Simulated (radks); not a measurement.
Problem. These are the eigenvalues of the occupied orbitals of an atom or ion with whole-number occupations (eV). Calculated with a radial shooting solver on a logarithmic mesh with Libxc functionals: Dirac Kohn-Sham, LDA (Slater exchange, Perdew-Wang correlation), spin-unpolarised, spherical densities, finite nucleus; Fermi nuclear charge, rms radius of each element as measured or else 0.836 A^(1/3) + 0.57 fm.

1s1/2: -63161.64
2s1/2: -10808.65
2p1/2: -10325.07
2p3/2: -9209.003
3s1/2: -2507.913
3p1/2: -2293.071
3p3/2: -2055.149
3d3/2: -1688.348
3d5/2: -1636.372
4s1/2: -558.2048
4p1/2: -470.5838
4p3/2: -415.8017
4d3/2: -271.1197
4d5/2: -261.0382
5s1/2: -125.1060
5p1/2: -98.9143
5p3/2: -90.4289
4f5/2: -82.3917
4f7/2: -80.6928

Which element is it, and in what charge state? The configuration may be excited. Open shells, if any, fill j = l - 1/2 first.

Solution. Z = 71, lutetium, charge +5: Lu5+ in [Xe] 4f12. The list shows which subshells hold electrons but not how many an open one holds; the 1s level, -2321.1 hartree, gives Z - s = 68.1 by -(Z - s)^2/2, which with screening and relativity narrows Z to a few neighbours, and the depths of the outer levels then fix element, charge and occupations together.
